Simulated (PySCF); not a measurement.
GeH3NS, SMILES [NH2][Ge][SH] (connectivity only; charge and spin as stated), neutral, multiplicity 1. Atoms are numbered in the order given.

```xyz
6

Ge     0.4950     0.4800     0.0000
N     -1.1200     1.3082     0.0000
H     -1.1888     2.3132     0.0000
H     -2.0213     0.8563     0.0000
S     -0.3523    -1.5937     0.0000
H      0.8460    -2.1891     0.0000
```

Geometry: ωB97X-D3(BJ)/def2-TZVP. The values are those of a single conformer.

Vertical ionisation energy (IE) and electron affinity (EA) in eV. Rows of orbital energies are one-electron estimates. Where ΔSCF, EOM or ADC give a negative EA the extra electron is unbound and the value depends on the basis.

| level | IE | EA |
|---|---|---|
| −ε(HOMO), −ε(LUMO), r2SCAN/def2-TZVPD (PySCF) | 6.20 | 2.21 |
| ADC(2)/aug-cc-pVDZ (PySCF) | 8.76 | -0.63 |

Beyond the first one, list the lowest photoelectron lines from ADC(2)/aug-cc-pVDZ (PySCF 2.14.0) with their pole strengths (two spins summed). (The exact figures need the calculation; the answer reports its results.)

8.80 eV (1.75), 10.02 eV (1.74), 11.67 eV (1.75), 12.93 eV (1.76), 15.83 eV (1.70).
